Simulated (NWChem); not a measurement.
CH4BClO; SMILES COBCl

```xyz
8

B     -0.5127     0.0594     0.0000
H     -1.7054    -0.1322     0.0000
Cl     0.0919     1.7108     0.0000
O      0.3735    -0.9376     0.0000
C     -0.0023    -2.2939     0.0000
H      0.4150    -2.7841    -0.8923
H      0.4150    -2.7841     0.8923
H     -1.0975    -2.4156     0.0000
```
Atoms are numbered in this order, from 1.

Results from NWChem. Pople sets run with spherical d functions. Structure relaxed at the PBE0/def2-SVP level. B3LYP is NWChem's, with the RPA form of VWN correlation. Vertical excitations in the gas phase; the lowest state need not have the same character in each row.

```tsv
level	lowest excitation, singlet (eV)	oscillator strength of that lowest state	lowest state with f > 0.02, singlet (eV)	lowest triplet (eV)	orbital gap (eV)
PBE/6-31+G*, full TDDFT	6.16	0.003	6.94	5.87	6.06
B3LYP/6-31+G*, full TDDFT	6.64	0.003	7.41	6.30	7.93
LDA (Slater exchange, VWN5)/6-31+G*, full TDDFT	6.06	0.003	6.88	5.81	5.93
PBE0/6-31+G*, full TDDFT	___	0.004	___	___	___
```

Question: Complete the blanks.

Answer: 
- PBE0/6-31+G*, full TDDFT, lowest excitation, singlet (eV): 6.77
- PBE0/6-31+G*, full TDDFT, lowest state with f > 0.02, singlet (eV): 7.57
- PBE0/6-31+G*, full TDDFT, lowest triplet (eV): 6.37
- PBE0/6-31+G*, full TDDFT, orbital gap (eV): 8.41
